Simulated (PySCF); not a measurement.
SMILES N#C[SiH2][SiH2]B (CH₆BNSi₂) (GFN2-xTB optimised geometry):

```
11

B      1.750    -1.261     0.000
Si    -0.190    -1.261     0.000
Si    -0.985     0.942     0.000
C      0.024     1.916    -1.232
N      0.668     2.461    -2.008
H      2.359    -1.174     0.996
H      2.362    -1.286    -0.997
H     -0.862    -1.916    -1.139
H     -0.856    -1.876     1.167
H     -2.362     1.161    -0.455
H     -0.803     1.692     1.249
```

Calculation: PBE/def2-TZVP (PySCF).

### Question
What are the frontier orbital energies and the dipole moment?

### Answer
HOMO-2 -8.30 eV, HOMO-1 -8.15 eV, HOMO -7.64 eV, LUMO -4.02 eV, LUMO+1 -1.59 eV; dipole moment 3.72 D.

Meta-Löwdin charges at PBE/def2-TZVP: B1 -0.19, Si2 0.22, Si3 0.36, C4 -0.13, N5 -0.17, H6 0.05, H7 0.06, H8 -0.05, H9 -0.05, H10 -0.04, H11 -0.05.
